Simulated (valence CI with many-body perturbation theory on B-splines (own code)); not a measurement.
Questions on Sn44+

Level of theory: relativistic CI+MBPT: four valence electrons over a frozen Dirac-Fock core [He], a basis of 11 s, 11 p, 9 d, 7 f, 5 g, 2 h, 1 i functions for each j, with the one-electron correlation potential Σ1 (screened to all orders), the two-electron term Σ2, the three-electron term Σ3, Breit, model QED; selected single and double excitations, second order for the rest (own B-spline code, finite nucleus).

No measured spectrum was set against this ion. As an estimate, large intervals hold to a few tenths of a per cent, small ones and those within an open d or f shell to about a per cent. Among the levels kept, up to 270 cm⁻¹ of a level comes from second order outside the variational space, and about a tenth of that is noise between levels of different J, which matters for small intervals.

Levels are named by their leading jj configuration (3d3/2^4 stands for four electrons in 3d with j = 3/2), which in mixed levels can hold well under half, so a name can repeat and another be missing.

Rates and lifetimes use the calculated energies. Strong lines usually hold to 10 to 20 %, long lifetimes can be off by a factor of two.

Q: What is the ground level?

A: (2s^2 2p1/2^2) J=0, composition 72 % 2s2 2p2 3P + 28 % 2s2 2p2 1S.

Q: Name the longest-lived excited levels whose lifetime is computed, and their main decay.

A: (2s^2 2p1/2 2p3/2) J=2 at 248.2 eV lives 10.7 μs, mostly by E2 to (2s^2 2p1/2^2) J=0; (2s^2 2p1/2 2p3/2) J=1 at 233.5 eV lives 11.7 ns, mostly by M1 to (2s^2 2p1/2^2) J=0.

Q: How well does LS coupling describe the low levels?

A: Among the lowest 20 levels the leading LS term, summed over configurations, holds 66 % on average. For single configurations the figures are 65 % in LS and 98 % in jj coupling. Terms mix most in the J = 1 level at 455.4 eV, where the leading one holds 39 %.

Q: What is the ionisation energy?

A: 7544 eV; NIST lists 7531 ± 8 eV (semi-empirical).

Q: Among levels below 4866.9 eV, which E1 lines absorb most strongly from the ground level?

A: to (2s^2 2p1/2 3d3/2) J=1 at 0.2802 nm, f = 1.47; to (2s 2p1/2^2 3p3/2) J=1 at 0.2742 nm, f = 0.386; to (2s 2p1/2^2 2p3/2) J=1 at 2.722 nm, f = 0.152.
